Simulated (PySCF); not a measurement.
Gas-phase reaction: B3N3Cl3H3 + NH3 → B2H6 + 2 N2 + BCl3

Method: PySCF energies (xtb for GFN2) plus ideal-gas RRHO corrections (1 bar). † marks an energy on the PBE0/def2-TZVP geometry and frequencies; other levels use their own. 6-31G* has spherical d functions here. All species are closed-shell singlets. The harmonic model lacks anharmonicity and excited electronic states, which grow with temperature; levels with a mode under 35 cm⁻¹ are left out. Soft modes under 120 cm⁻¹ make the harmonic entropy rough for B3N3Cl3H3.

```
level               ΔE electronic, kJ  ΔH°(298 K), kJ  ΔS°(298 K), J/K  ΔG°(1200 K), kJ
------------------  -----------------  --------------  ---------------  ---------------
GFN2-xTB                         1010             955              329              563
HF/6-31G*                         669             613              332              219
HF/def2-TZVP†                     673             620              331              228
M06-2X/def2-TZVP†                 754             701              331              309
ωB97M-V/def2-TZVP†                741             688              331              296
```
ΔH° is lowest at HF/6-31G* and highest at GFN2-xTB. No reference value is set beside these.
